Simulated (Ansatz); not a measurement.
Two isomers of C3H6BFSi: A = `C=CC1[SiH2]B1F`, B = `C#C[SiH2]B(C)F`.

Gas-phase electronic energies from Ansatz, PBE0-D4/def2-TZVP geometries. CBS: MP2 limit from def2 TZ/QZ plus the TZ coupled-cluster correction, frozen cores. DFT in def2-TZVPP. B3LYP here is the variant with VWN-RPA as its local correlation; programs differ in this. Each species was taken in one conformer, which may not be the lowest.

Question: Which isomer does CCSD(T)/CBS put lower? Give the gap. (Estimate.)

Answer: Computed: B, by 19.8 kcal/mol.

Question: Give E(B) − E(A) in kcal/mol with ωB97M-V, PBE-D4, HF/def2-TZVPP, B3LYP-D4, r2SCAN-D4, PBE0-D4, B3LYP. (Best estimate.)

Answer: Ansatz gave: ωB97M-V -17.9, PBE-D4 -10.8, HF/def2-TZVPP -28.5, B3LYP-D4 -17.9, r2SCAN-D4 -14.3, PBE0-D4 -12.4, B3LYP -18.4. None reverses the order clearly.

Largest T1 diagnostic: 0.014.

In def2-TZVPP, CCSD(T) changes the Hartree–Fock value by +8.7 kcal/mol (the triples alone add +1.5 kcal/mol) and MP2 by +8.2 kcal/mol. From PBE to PBE0 (25 % exact exchange), in def2-TZVPP and without D4, E(B) − E(A) moves by −1.5 kcal/mol.
